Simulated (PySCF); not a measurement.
Identify the compound

Molecular formula: C₄H₁₂N₂Si₂. Simulated spectra:

$^{1}$H NMR (400 MHz, computed): δ 4.82 (s, 3H), 3.92 (m, 1H), 3.91 (d, 3H), 3.52 (m, 1H), 2.56 (m, 1H), 2.01 (s, 3H).

$^{13}$C{$^{1}$H} NMR (computed): δ 146.5, 55.4, 34.6, 17.7.

- GFN2-xTB structure
- NMR shieldings at PBE0/pcSseg-1/GIAO
- run in PySCF 2.14
- no solvent, no relativistic terms, rapidly exchanging positions averaged, one conformer

Chemical shifts δ = σref − σ; TMS for $^{1}$H and $^{13}$C, all at this level.

Question: Propose a structure and justify it.

Answer: 
- The formula gives 2 degrees of unsaturation (1 ring in the answer).
- 4 carbon signals for 4 carbons: no two carbons are equivalent.
- Carbon types of the structure: 1 × C, 1 × CH, 1 × CH2, 1 × CH3, leaving 6 H on heteroatoms.
- δC 146.5: C=N carbon.
- δC 55.4: sp3 CH2 bonded to N; pulled downfield by the heteroatom.
- δC 17.7: methyl carbon; aliphatic region, no heteroatom directly attached.
- δH 4.82: hydrogen on a silicon bonded to N.
- δH 3.92, 3.52: hydrogen on an sp3 CH2 bonded to N; its carbon carries N, hence the downfield position.
- δH 3.91: hydrogen on a silicon bonded to C.
- δH 2.01: hydrogen on a methyl carbon.

Structure: SMILES CC1=NN([SiH3])C[C@@H]1[SiH3].

This is the structure that produced the data.

Shifts are as computed. Against solution values, carbons near 30 ppm lie about +3 ppm off and those near 130 ppm about +5 ppm. Of 1211 compounds with measured shifts, 218 miss one by over three times the rms of a fit or turn the order of signals round; such compounds aren't used in these exercises. Multiplicities follow the n + 1 count of equivalent neighbours, as no J values were calculated; m marks all less simple cases, F and P coupling included.
